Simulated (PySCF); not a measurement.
**What builds the second ionisation energy along group 14**

All values are computed (PySCF 2.14, energy differences of UHF-based or UKS calculations, no spin-orbit coupling). Each column adds one step, in eV (sums use unrounded values): valence MP2, valence CCSD, valence triples, then the next inner shell at CCSD(T) (C 1s, Si 2s 2p, Ge 3s 3p 3d, Sn 4s 4p 4d, Pb 5s 5p 5d). References (NIST) marked * lie between the lowest fine-structure levels; the others compare directly ((s) semi-empirical, (t) theoretical).

| element | UHF | + MP2 | + CCSD | + (T) | + inner shell | sum | reference |
| --- | --- | --- | --- | --- | --- | --- | --- |
| C [He] 2s2 2p1 → [He] 2s2 (aug-cc-pwCVDZ, non-relativistic) | 24.099 | 0.075 | -0.179 | 0.020 | 0.019 | 24.033 | 24.378 |
| Si [Ne] 3s2 3p1 → [Ne] 3s2 (aug-cc-pwCVDZ, non-relativistic) | 15.821 | 0.181 | 0.112 | 0.020 | -0.026 | 16.108 | 16.322 |
| Ge [Ar] 3d10 4s2 4p1 → [Ar] 3d10 4s2 (aug-cc-pwCVDZ-PP with ECP10MDF, ECP) | 15.230 | 0.179 | 0.083 | 0.015 | 0.070 | 15.577 | 15.789 |
| Sn [Kr] 4d10 5s2 5p1 → [Kr] 4d10 5s2 (aug-cc-pwCVDZ-PP with ECP28MDF, ECP) | 13.728 | 0.152 | 0.072 | 0.013 | 0.056 | 14.021 | 14.282 |
| Pb [Xe] 4f14 5d10 6s2 6p1 → [Xe] 4f14 5d10 6s2 (aug-cc-pwCVDZ-PP with ECP60MDF, ECP) | 13.179 | 0.144 | 0.054 | 0.008 | 0.061 | 13.447 | 13.869 |

Double-zeta sets recover only part of the correlation energy.

What remains against the references is mostly basis incompleteness.

**Question.** What share of the correlation contribution for Pb comes from the inner shell?

**Answer.** The four steps add to 0.267 eV, of which the inner shell gives 0.061 eV, or 23 %.
